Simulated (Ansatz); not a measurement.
One change: `BNC(F)S` becomes `CC(F)S`.

Ansatz, PBE0-D4/def2-TZVP geometries, multiplicity 1. Each molecule was computed in one conformer, which needn't be the lowest.

| property | `BNC(F)S` |
| --- | --- |
| size of the dipole moment (ωB97M-V/def2-TZVPP) / D | 2.10 |
| HOMO–LUMO gap (PBE/def2-TZVPP) / eV | 4.85 |
| size of the dipole moment (PBE/def2-TZVPP) / D | 2.14 |
| HOMO energy (PBE0/def2-TZVPP) / eV | -7.51 |
| HOMO–LUMO gap (B3LYP/def2-TZVPP) / eV | 6.64 |
| HOMO energy (B3LYP/def2-TZVPP) / eV | -7.26 |

Problem. Give the same properties after the change, and the shifts. (Estimate.)

Solution. Computed: 
```tsv
property	`CC(F)S`	shift
size of the dipole moment (ωB97M-V/def2-TZVPP) / D	1.92	-0.18
HOMO–LUMO gap (PBE/def2-TZVPP) / eV	5.49	0.64
size of the dipole moment (PBE/def2-TZVPP) / D	1.85	-0.29
HOMO energy (PBE0/def2-TZVPP) / eV	-7.39	0.12
HOMO–LUMO gap (B3LYP/def2-TZVPP) / eV	7.20	0.56
HOMO energy (B3LYP/def2-TZVPP) / eV	-7.15	0.11
```

With PBE0 the HOMO rises by 0.12 eV and the LUMO rises by 0.73 eV, so the gap widens by about 0.61 eV. PBE moves the HOMO by 0.11 eV and ωB97M-V by 0.13 eV. Dipoles are sizes alone; their direction can turn.

B3LYP here is the variant with VWN-RPA as its local correlation; programs differ in this.
